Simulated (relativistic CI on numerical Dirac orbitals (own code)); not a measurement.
# Electric-dipole transitions in Fe⁴⁺

Method of calculation: Dirac-Coulomb-Breit CI, KLI orbitals optimised for each configuration, model QED (radiative potential, 1s self-energy scaled to tabulated hydrogen-like ionisation energies), valence Slater integrals scaled by 0.85, P86 correlation estimate, and configurations built on the next ion tied to the tabulated ionisation energy (semi-empirical) (own radial code, finite nucleus).

Configuration list (outside the closed core [Ne]): 3s²3p⁶3d⁴, 3s²3p⁶3d³4s, 3s²3p⁶3d³4p, 3s²3p⁶3d³4d, 3s²3p⁶3d³5s, 3s²3p⁶3d³4f, 3s²3p⁵3d⁵, 3s²3p⁶3d³5p, 3s²3p⁶3d²4s², 3s²3p⁴3d⁶, 3s²3p⁶3d³5d, 3s3p⁶3d⁵, 3s²3p⁶3d²4s4p, 3s²3p⁶3d³5f, 3s²3p⁶3d³5g, 3s²3p⁶3d²4p², 3s²3p⁶3d²4s4d, 3s²3p⁵3d⁴4s, 3s²3p⁶3d²4p4d. Levels of other configurations are missing.

```csv
λ vac (Å),Lower,Upper,A (s⁻¹),E lower (cm⁻¹),E upper (cm⁻¹)
386.16,3s²3p⁶3d⁴ ³H6 [13],3s²3p⁶3d³4p ³H°6 [127],4.63e+09,25185,284145
387.01,3s²3p⁶3d⁴ ⁵D4 [5],3s²3p⁶3d³4p ⁵D°4 [79],5.19e+09,1244,259635
397.27,3s²3p⁶3d⁴ ¹I6 [23],3s²3p⁶3d³4p ¹H°5 [143],1.04e+10,37077,288793
992.01,3s²3p⁶3d³4p ⁵G°3 [70],3s²3p⁶3d³4d ⁵H4 [184],3.96e+09,256275,357080
993.41,3s²3p⁶3d³4p ³H°5 [104],3s²3p⁶3d³4d ³I6 [226],3.44e+09,277420,378083
994.81,3s²3p⁶3d³4p ⁵G°4 [71],3s²3p⁶3d³4d ⁵H5 [186],4.01e+09,257020,357542
998.49,3s²3p⁶3d³4p ⁵G°5 [72],3s²3p⁶3d³4d ⁵H6 [189],4.16e+09,257938,358089
1000.3,3s²3p⁶3d³4p ³H°6 [108],3s²3p⁶3d³4d ³I7 [233],3.64e+09,278674,378648
1003.3,3s²3p⁶3d³4p ⁵G°6 [76],3s²3p⁶3d³4d ⁵H7 [194],4.44e+09,259045,358715
1004.1,3s²3p⁶3d³4p ³I°5 [132],3s²3p⁶3d³4d ³K6 [273],4.14e+09,286547,386143
1004.4,3s²3p⁶3d³4p ³G°5 [93],3s²3p⁶3d³4d ³H6 [211],4.06e+09,265781,365346
1005.9,3s²3p⁶3d³4p ³G°4 [92],3s²3p⁶3d³4d ³H5 [207],4.05e+09,265126,364543
1008.1,3s²3p⁶3d³4p ³I°6 [134],3s²3p⁶3d³4d ³K7 [274],4.04e+09,287176,386372
1014.5,3s²3p⁶3d³4p ³I°7 [138],3s²3p⁶3d³4d ³K8 [278],4.31e+09,288127,386703
1032.4,3s²3p⁶3d³4p ¹I°6 [151],3s²3p⁶3d³4d ¹K7 [281],4.02e+09,291256,388122
1417.8,3s²3p⁶3d³4s ³H6 [58],3s²3p⁶3d³4p ³I°7 [138],1.01e+09,217594,288127
1432.3,3s²3p⁶3d³4s ³H5 [54],3s²3p⁶3d³4p ³I°6 [134],9.55e+08,217358,287176
1466.6,3s²3p⁶3d³4s ⁵F5 [39],3s²3p⁶3d³4p ⁵G°6 [76],9.10e+08,190861,259045
1476.4,3s²3p⁶3d³4s ⁵F4 [38],3s²3p⁶3d³4p ⁵G°5 [72],7.44e+08,190208,257938
1493.1,3s²3p⁶3d³4s ³F4 [42],3s²3p⁶3d³4p ³G°5 [93],7.94e+08,198804,265781
```

Terms are leading LS components. Brackets give the number of a level in order of energy, since labels repeat. The list gives strong lines, with weight on those to low levels, without configurations that were not tied to measured data, without lines whose two gauges differ by over a factor of 2.5, among the lowest 300 of 3128 levels, so that lines to higher ones, which can be the strongest, are missing. Levels whose partners in the same complex of configurations lie outside the list can be far off, and so can their lines. Rates are taken at the computed energies, electric ones in the length gauge.

Configurations that consist of the next ion and one excited electron were tied to the tabulated ionisation energy; Rydberg ones are usually within 1,000 to 3,000 cm⁻¹ and the lowest ones within about 6,000 (9,000 in d shells), while levels on excited terms of the next ion carry the error of that term, and the other configurations can be misplaced by 10,000 cm⁻¹ or more. Rates follow the energies as ν³ (E1, M1) or ν⁵ (E2), so rates, branching and lifetimes can be off by large factors. 60 of the 60 excited levels that our extract of the measured tables holds in this range could be paired (the sources list more); they are missed by 2438 cm⁻¹ on average and 9358 at most, and levels without a partner can miss by more.
